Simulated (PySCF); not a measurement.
**Frontier levels across methods**

C5H6F2.
Structure used (PBE0-D3(BJ)/def2-SVP), in Å, numbered top down from 1:
```xyz
13
C5H6F2 angstrom
C     -1.389   -0.236    0.837
C     -0.477    0.236   -0.276
C      0.661    1.183    0.072
C      1.648    0.359   -0.308
C      0.676   -0.718   -0.702
F      0.751   -1.865    0.010
F      0.676   -1.076   -2.003
H     -2.033   -1.059    0.492
H     -2.041    0.582    1.179
H     -0.808   -0.597    1.698
H     -1.056    0.561   -1.157
H      0.653    2.194    0.489
H      2.737    0.421   -0.342
```

Basis pcSseg-1 throughout (PySCF), one geometry. Geometry: PBE0-D3(BJ)/def2-SVP; no solvent, vibrations or thermal averaging.

Question: How do the orbital energies, the gap and the dipole change with the method?

Answer: 
| method | kind | HOMO (eV) | LUMO (eV) | gap (eV) | μ (D) | SCF cycles |
| --- | --- | --- | --- | --- | --- | --- |
| BLYP | GGA | -6.74 | -1.37 | 5.37 | 2.19 | 15 |
| KT2 | GGA | -6.93 | -1.51 | 5.42 | 2.23 | 15 |
| B97-2 | global hybrid | -7.86 | -0.55 | 7.31 | 2.40 | 14 |
| B3LYP | global hybrid | -7.87 | -0.72 | 7.15 | 2.38 | 14 |
| CAM-B3LYP | range-separated hybrid | -9.45 | 0.71 | 10.15 | 2.45 | 12 |
| HF | Hartree–Fock | -10.62 | 3.50 | 14.12 | 2.80 | 11 |
| LC-wPBE | range-separated hybrid | -10.86 | 1.89 | 12.75 | 2.45 | 12 |

The HOMO spans 4.12 eV, from BLYP down to LC-wPBE, and the gap runs from 5.37 eV (BLYP) to 14.12 eV (HF). Over the methods BLYP (0 %), KT2 (0 %), B97-2 (21 %), B3LYP (20 %), HF (100 %), a straight line through the gap against the share of exact exchange rises by 0.87 eV for each 10 % (correlation coefficient 1.000). The dipole ranges from 2.19 D (BLYP) to 2.80 D (HF). This basis has no diffuse functions.
